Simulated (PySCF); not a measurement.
Lowest empty level (eV) of eight silicon and germanium compounds: PBE beside r2SCAN, computed with PySCF for isolated molecules in the bases named; differences from unrounded values. The eight are the first of their class met in an unordered collection, after screening for sound electronic states; none was chosen by its value. Each molecule has one DFT geometry for both levels.

```
molecule                                                                      basis  r2SCAN    PBE  difference
------------------------------------------------------------------------  ---------  ------  -----  ----------
dichloro(silylmethyl)silane (CH₆Cl₂Si₂), SMILES [SiH3]C[SiH](Cl)Cl        def2-TZVP   -0.29  -0.68       -0.38
FH6NOSi2, SMILES F[SiH2][Si@H](O)N                                        def2-TZVP   -1.33  -1.64       -0.31
C₂H₉FOSi₂, SMILES C([Si@H](F)C[SiH3])O                                    def2-TZVP   -0.50    [?]         [?]
ClGeH6NSi, SMILES N[Si@@H](Cl)[GeH3]                                      def2-TZVP   -0.58  -0.89       -0.31
Ge(H)2(F)(OMe) (CH5FGeO), SMILES C[O][GeH2][F]                            def2-TZVP   -0.09  -0.49       -0.40
N,N-dimethyl-1-methylsilylmethanamine (C4H13NSi), SMILES [SiH2](CN(C)C)C  def2-TZVP    0.51   0.02       -0.48
C3H7FOSi, SMILES O=CC[SiH2]CF                                             def2-TZVP   -1.90    [?]         [?]
C5H8Si, SMILES C#CC(=C)[SiH2]C                                            def2-TZVP   -1.98    [?]         [?]
```

**Question.** Fill in the missing entries. (Estimate from the structure and the level; the computed values follow.)

**Answer.** 
- C5H8Si, SMILES C#CC(=C)[SiH2]C, PBE: -2.14
- C5H8Si, SMILES C#CC(=C)[SiH2]C, difference: -0.15
- C3H7FOSi, SMILES O=CC[SiH2]CF, PBE: -2.13
- C3H7FOSi, SMILES O=CC[SiH2]CF, difference: -0.23
- C₂H₉FOSi₂, SMILES C([Si@H](F)C[SiH3])O, PBE: -0.86
- C₂H₉FOSi₂, SMILES C([Si@H](F)C[SiH3])O, difference: -0.36

PBE lies below r2SCAN in 8 and above it in 0 of the eight; the mean signed difference is -0.33 and the largest -0.48 eV.
